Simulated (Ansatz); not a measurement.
# CH2NSn+: structure from calculated spectroscopic constants

These gas-phase data were calculated for one isomer of CH2NSn+ at r2SCAN-D4/def2-SVP (harmonic, unscaled wavenumbers; equilibrium rotational constants with average atomic masses):

| Property | Result |
| --- | --- |
| rotational constants | 281.6, 2.934, 2.904 GHz |
| all wavenumbers above 1500 cm⁻¹ | 3106, 3007, 1758 |

Candidates:

(1) `C#[N+][SnH]`, a singlet
(2) `C=[N+]=[Sn]`, a singlet

**Question.** Which structure fits?

**Answer.** Candidate (2). No mode falls between 2050 and 2420 cm⁻¹, where the C≡N stretch of (1) would stand.

The same quantities for all candidates:

```tsv
	rotational constants (GHz)	wavenumbers above 1500 cm⁻¹	E above the lowest, r2SCAN-D4/def2-SVP (kcal/mol)
(1)	161.6, 2.521, 2.482	3388, 2229, 1799	10.8
(2)	281.6, 2.934, 2.904	3106, 3007, 1758	0.0
```

Harmonic stretches to hydrogen usually lie a few per cent above observed fundamentals. Atoms past krypton carry core potentials. Programs: Ansatz 0.2.0.
